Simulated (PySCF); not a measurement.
Coordinates in bohr (charge 0 multiplicity 1):
```
Cr    0.0000    0.0000   -1.0406
Se    3.7791    0.0000    0.2264
Se   -1.8896    3.2728    0.2264
Se   -1.8895   -3.2728    0.2264
```

Method: PBE0/[Cr def2-SVP, Se def2-SVP], no relativity, density fitting, PySCF.

This geometry of CrSe₃ is a stationary point at this level.

(1) What is the point group?

(2) Is it a minimum?

(3) Give the atomic charges and bond orders.

(4) What is the atomisation energy, with and without zero-point energy?

Results:

(1) C3v.

(2) Yes: all harmonic wavenumbers are real.

(3) 
```tsv
atom	Mulliken	Löwdin	polar tensor	Mayer order to Cr1
Cr1	0.01	-0.56	0.88	–
Se2,3,4	0.00	0.19	-0.29	2.18
```

(4) 611 kJ/mol without, 601 kJ/mol with.

Stability towards spin polarisation was not tested. Only a few start shapes were tried, so a lower isomer may exist.
